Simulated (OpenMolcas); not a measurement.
## Pd5+ in a point-charge field

Pd5+ among 8 point charges of -0.78 e arranged as a cube (Oh), 1.79 Å from the ion.

- Program: OpenMolcas
- Method: SS-CASPT2, IPEA 0.25 Eh, imaginary shift 0.1 Eh (closed shells correlated: 4s 4p)
- Basis: ANO-RCC-VDZP [6s5p3d1f]
- Scalar Hamiltonian: DKH2, point nucleus
- Active space: 5 electrons in 5 orbitals (4d)
- State averaging: 2S+1 = 6 even, 1 root; 2S+1 = 4 even, 24 roots; 2S+1 = 2 even, 75 roots
- Spin-orbit coupling: RASSI with atomic mean-field integrals over the reference wave functions

The lowest spin-free states (labels of O, the rotations of Oh), above the lowest:

```tsv
State	Degeneracy	E (cm-1)	Free-ion L (%)
6A1	1	0	S (100)
4T1	3	30180	G (86)
4T2	3	31020	G (99)
4E	2	31130	G (100)
4A1	1	31200	G (100)
4T1	3	36590	P (87)
4T2	3	36810	D (98)
4E	2	37010	D (100)
2T2	3	44370	I (85)
2A2	1	44870	I (91)
2T1	3	44980	I (93)
2T2	3	45080	I (95)
2E	2	45580	I (99)
2A1	1	45690	I (100)
2T2	3	47710	D (60)
2E	2	48870	D (89)
4A2	1	50230	F (100)
2T1	3	50680	F (87)
4T1	3	50790	F (100)
4T2	3	51280	F (97)
```

The lowest levels with spin-orbit coupling:

```csv
E (cm-1),Degeneracy,Label,2S+1,g
0,4,Γ8,6,
0,2,Γ7,6,3.33 3.33 3.33
29370,4,Γ8,4,
29970,2,Γ7,4,2.32 2.32 2.32
30030,2,Γ6,4,1.66 1.66 1.66
30060,4,Γ8,4,
30630,2,Γ7,4,1.25 1.25 1.25
30860,4,Γ8,4,
30860,2,Γ6,4,1.04 1.04 1.04
30970,4,Γ8,4,
31160,2,Γ7,4,0.83 0.83 0.83
31190,4,Γ8,4,
31230,2,Γ6,4,3.32 3.32 3.32
31430,4,Γ8,4,
33680,2,Γ7,4,2.23 2.23 2.23
33920,4,Γ8,4,
34420,4,Γ8,4,
35640,2,Γ6,4,1.65 1.65 1.65
36150,2,Γ7,4,4.14 4.14 4.14
36840,4,Γ8,4,
```

Powder χT (cm3 K/mol): 4.35 at 2 K, 4.36 at 10 K, 4.36 at 50 K, 4.36 at 100 K, 4.36 at 200 K, 4.36 at 300 K. The effective moment at 300 K is 2.828 √(χT) = 5.90 μB.

The lowest level has 2S+1 = 6, for which the spin-only value is χT = S(S+1) / 2 = 4.375 cm3 K/mol (g = 2). The computed 4.357 at 300 K differs by -0.018, through a little spin-orbit mixing out of the ground term, against the free-electron g of 2.0023, which raises it.

Roots that are degenerate in the reference are averaged as groups; the widest CASPT2 spread within a group is 140 cm-1 (the 3-fold group of multiplicity 4 near 50800 cm-1 above the lowest state of its run). Shifts and gaps below about the spread of the groups concerned are not significant. Point charges give a weaker field than real ligands, and real ions of this kind are as a rule low spin; the high spin found here belongs to the model. Free-ion shares, where given, are those of the reference states; single-state CASPT2 does not remix them. Point charges carry no covalency, so the field is a model and not that of real ligands. No measured value stands beside these numbers.
